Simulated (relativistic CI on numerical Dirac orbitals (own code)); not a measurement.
Radial Dirac CI calculation of Se II.

Command:

```sh
python run_levels.py task.json out
```

Input:

```
atom Se  Z=34  charge=1  electrons=33
nucleus A=80  rms_radius_fm=4.1400
hamiltonian dirac-coulomb  breit=on  qed=off  c_scale=1
orbitals kli  potential=per-configuration
slater_scale 1
correlation none
mixing on
grid step=0.0125 r_max=74.5
scf mixing=0.4 start=green max_iterations=150 tolerance=2e-08 node_fill=0.05
configurations
  [Ar] 3d10 4s2 4p3
  [Ar] 3d10 4s 4p4
  [Ar] 3d10 4s2 4p2 4d
end
```

Output:

```
SCF 1: [Ar] 3d10 4s2 4p3
 iter      energy (Ha)   residual   last orbital (Ha)
    1     -2420.060079   1.78e+00     -1.17945
    2     -2427.648918   4.54e-01     -0.79702
    3     -2428.179120   7.72e-02     -0.70297
    4     -2428.202581   6.79e-02     -0.72880
    5     -2428.208292   9.81e-03     -0.71979
    6     -2428.209058   9.98e-04     -0.72467
    7     -2428.209062   7.19e-04     -0.72442
    8     -2428.209016   1.63e-04     -0.72428
    9     -2428.209026   4.10e-06     -0.72430
   10     -2428.209026   4.62e-07     -0.72430
   11     -2428.209026   8.26e-09     -0.72430
SCF 2: [Ar] 3d10 4s 4p4
 iter      energy (Ha)   residual   last orbital (Ha)
    1     -2419.668605   1.77e+00     -1.17945
    2     -2427.208305   4.40e-01     -0.79107
    3     -2427.723162   7.97e-02     -0.69990
    4     -2427.743602   7.33e-02     -0.73028
    5     -2427.750418   5.10e-03     -0.71965
    6     -2427.750807   6.15e-04     -0.72286
    7     -2427.750808   4.46e-04     -0.72276
    8     -2427.750782   1.23e-04     -0.72263
    9     -2427.750789   3.60e-06     -0.72266
   10     -2427.750789   6.18e-07     -0.72266
   11     -2427.750789   3.45e-09     -0.72266
SCF 3: [Ar] 3d10 4s2 4p2 4d
 iter      energy (Ha)   residual   last orbital (Ha)
    1     -2419.919709   1.75e+00     -0.40234
    2     -2427.225893   4.30e-01     -0.27093
    3     -2427.722731   8.32e-02     -0.25243
    4     -2427.738098   8.44e-02     -0.26222
    5     -2427.747424   1.00e-02     -0.25844
    6     -2427.747170   7.52e-04     -0.25773
    7     -2427.747090   6.74e-04     -0.25768
    8     -2427.747126   5.59e-05     -0.25773
    9     -2427.747131   5.35e-06     -0.25773
   10     -2427.747130   2.77e-06     -0.25773
   11     -2427.747130   5.56e-08     -0.25773
   12     -2427.747130   3.02e-08     -0.25773
   13     -2427.747130   1.45e-10     -0.25773
orbital energies (Ha): 3s -8.4826  3p1/2 -6.3943  3p3/2 -6.1798  3d3/2 -2.5797  3d5/2 -2.5470  4s -1.1438  4p1/2 -0.7397  4p3/2 -0.7243
configuration averages (Ha): Dirac-Coulomb, Breit, QED
  4s2 4p3                      -2428.209026    1.169695    0.000000
  4s 4p4                       -2427.750789    1.169637    0.000000
  4s2 4p2 4d                   -2427.747130    1.169333    0.000000
levels: no., configuration, term, J, E (cm-1), weight
   1 4s2 4p3                4S*  3/2              0.0  0.99
   2 4s2 4p3                2D*  3/2          17042.6  0.96
   3 4s2 4p3                2D*  5/2          17552.6  1.00
   4 4s2 4p3                2P*  1/2          29058.0  1.00
   5 4s2 4p3                2P*  3/2          29826.5  0.96
   6 4s 4p4                 4P   5/2          79586.1  0.79
   7 4s 4p4                 4P   3/2          81209.4  0.79
   8 4s 4p4                 4P   1/2          82064.0  0.78
   9 4s2 4p2 4d             2P   3/2         100921.6  0.31
  10 4s 4p4                 2D   5/2         102197.9  0.45
  11 4s2 4p2 4d             4F   3/2         102904.5  0.65
  12 4s2 4p2 4d             4F   5/2         103615.3  0.83
  13 4s2 4p2 4d             2P   3/2         103632.2  0.26
  14 4s2 4p2 4d             2P   1/2         104306.9  0.82
lowest total energy -2427.119275 Ha
end: converged
```

Against the reference input this run has: QED terms off. The reference run ends at -2426.333304 Ha with Breit and QED terms.

With so few configurations and no correlation, terms lie too far apart (by 10 to 50 % or more near neutrality), their order can be wrong, and levels of other configurations are missing.

Run time about 0.14 s of CPU on one thread of Neoverse-V2 (shared host).
